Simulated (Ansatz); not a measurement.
Geometry optimisation, Ansatz, RKS B3LYP-D4/def2-SVP.

Input:

```yaml
crystal:
  periodic: [false, false, false]
  atoms:
    - { symbol: Hf, position_ang: [-0.137024, 1.045188, 0.338518] }
    - { symbol: Br, position_ang: [-1.025306, -2.653367, -1.540445] }
    - { symbol: O, position_ang: [1.089938, 0.000713, -0.379829] }
    - { symbol: H, position_ang: [0.202783, -1.959536, -1.089453] }
    - { symbol: Cl, position_ang: [0.522827, 3.320136, 0.159789] }
    - { symbol: Cl, position_ang: [-0.653317, 0.246767, 2.51142] }
basis:
  gaussian: { orbitals: def2-SVP }
hamiltonian:
  xc: b3lyp
  dispersion: d4
relax:
  f_tol: 0.03
  max_steps: 50
output:
  orbitals: {}
```

Command:

```bash
$ ansatz run input.yaml --threads 2 --pin off --max-ram 3072MiB --backend cpu --events-out ev --progress --plain --runs-dir out
```

Q: Where does it end, and by what steps?

A: The forces met the threshold. After 21 steps the energy has fallen by 3.408 eV; Br2 moved furthest, 2.29 Å. Parted: Br2–H4. Joined: Hf1–Br2, O3–H4.

| step | energy less start (eV) | largest force component (eV/Å) | accepted |
| --- | --- | --- | --- |
| 0 | 0.0000 | 0.763 | yes |
| 1 | -0.1103 | 0.226 | yes |
| 2 | -0.2205 | 0.586 | yes |
| 3 | -0.3213 | 0.696 | yes |
| 4 | -0.4968 | 0.352 | yes |
| 5 | -0.6835 | 0.671 | yes |
| 6 | -1.0032 | 2.154 | yes |
| 7 | -1.6159 | 2.838 | yes |
| 8 | -1.9700 | 3.771 | yes |
| 9 | -2.4845 | 2.770 | yes |
| 10 | -2.5603 | 2.920 | yes |
| 11 | -2.8918 | 1.772 | yes |
| 12 | -3.1101 | 0.704 | yes |
| 13 | -3.2317 | 0.680 | yes |
| 14 | -3.3114 | 0.646 | yes |
| 15 | -3.3064 | 1.846 | no |
| 16 | -3.3495 | 0.261 | yes |
| 17 | -3.3747 | 0.146 | yes |
| 18 | -3.4004 | 0.135 | yes |
| 19 | -3.4076 | 0.032 | yes |
| 20 | -3.4076 | 0.034 | yes |
| 21 | -3.4077 | 0.002 | yes |

```xyz
6
Properties=species:S:1:pos:R:3
Hf -0.317 0.211 0.115
Br -2.264 -0.773 -1.124
O 1.259 -0.729 -0.364
H 2.061 -1.199 -0.600
Cl -0.072 2.481 -0.462
Cl -0.667 0.008 2.435
```

Time of the run: 2.1 min on 2 threads of Arm Neoverse V1, with other jobs on the host, peak memory 0.32 GiB.
